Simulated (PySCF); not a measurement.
Compound: C₆H₈O₃.
SMILES: `O=CO[C@@H]1CC[C@H]2O[C@@H]12`

Level: CAM-B3LYP/def2-SVPD in PySCF, non-relativistic, on one gas-phase PBE0-D3(BJ)/def2-SVP geometry that isn't relaxed in the solvent. The solvent is an IEF-PCM continuum (van der Waals radii × 1.2), and excitations are vertical TDDFT with non-equilibrium linear response and a frozen core. Only the electrostatic response of the medium enters.

Gas-phase singlets (H = HOMO, L = LUMO):

```csv
state,E (eV),λ (nm),f,leading configurations
S1,5.921,209,0.001,"H-1→L 70%, H-2→L 26%"
S2,7.815,159,0.087,"H→L 54%, H-3→L 14%, H→L+1 9%"
S3,7.915,157,0.048,"H→L+1 52%, H→L+4 11%, H-3→L 10%"
S4,8.276,150,0.018,"H-2→L 20%, H-1→L+1 15%, H-4→L 11%"
S5,8.315,149,0.017,"H→L+3 40%, H→L+5 14%, H→L+1 10%"
```

How does the list change in acetone (ε = 20.49)?

```csv
state,E (eV),λ (nm),f,leading configurations,change by rank (eV)
S1,6.061,205,0.002,"H-2→L 49%, H-1→L 47%",+0.140
S2,7.743,160,0.104,"H→L 50%, H→L+1 13%, H-3→L 12%",-0.072
S3,7.885,157,0.083,"H→L+1 40%, H→L+2 16%, H-3→L 15%",-0.030
S4,8.231,151,0.020,"H-1→L 23%, H-2→L 22%, H-4→L 16%",-0.045
S5,8.419,147,0.033,"H-1→L+1 49%, H-2→L+2 16%",+0.104
```

What are the lowest 5 singlets in acetonitrile (ε = 35.69)?

```csv
state,E (eV),λ (nm),f,leading configurations,change by rank (eV)
S1,6.067,204,0.002,"H-2→L 50%, H-1→L 46%",+0.146
S2,7.742,160,0.100,"H→L 49%, H→L+1 14%, H-3→L 11%",-0.073
S3,7.884,157,0.086,"H→L+1 39%, H-3→L 16%, H→L+2 16%",-0.031
S4,8.230,151,0.020,"H-1→L 23%, H-2→L 22%, H-4→L 16%",-0.046
S5,8.420,147,0.033,"H-1→L+1 51%, H-2→L+2 17%",+0.105
```

How do the frontier levels move from gas to acetonitrile?

| orbital | gas (eV) | solvent (eV) | change (eV) |
| --- | --- | --- | --- |
| LUMO+2 | 1.76 | 1.89 | +0.13 |
| LUMO+1 | 1.24 | 1.46 | +0.22 |
| LUMO | 0.99 | 1.06 | +0.07 |
| HOMO | -9.49 | -9.40 | +0.09 |
| HOMO-1 | -9.91 | -9.88 | +0.03 |
| HOMO-2 | -10.36 | -10.32 | +0.04 |
| HOMO-3 | -10.66 | -10.57 | +0.09 |

The HOMO–LUMO gap goes from 10.47 to 10.46 eV. Rows go by rank; for HOMO-1, LUMO, LUMO+1 and LUMO+2 the atom shares or the degeneracy differ between the runs, so the row needn't follow one orbital.

Cost: about 90 s of CPU time on one thread; the machine was shared, so the figure is rough. This is the whole response run at CAM-B3LYP/def2-SVPD in acetonitrile, SCF included.
